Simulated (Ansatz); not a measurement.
Species: CH$_{4}$N, SMILES `[CH2]N` (H–C–N–H torsion 40°) (charge 0, multiplicity 2).

**Question.** Give a relaxed geometry from PBE-D3(BJ)/def2-TZVP (Ansatz, a quantum-chemistry and plane-wave program).

**Answer.** This is not unique; one that fits is the end point of this relaxation, one of several conformers (outside a Z-matrix the atoms follow the SMILES, hydrogens last).
Z-matrix (Å, degrees):
```
C
H 1 1.0887
H 1 1.0887 2 118.62
N 1 1.3955 2 116.66 3 -147.77
H 4 1.0172 1 115.32 2 -171.58
H 4 1.0172 5 111.05 1 -133.57
```
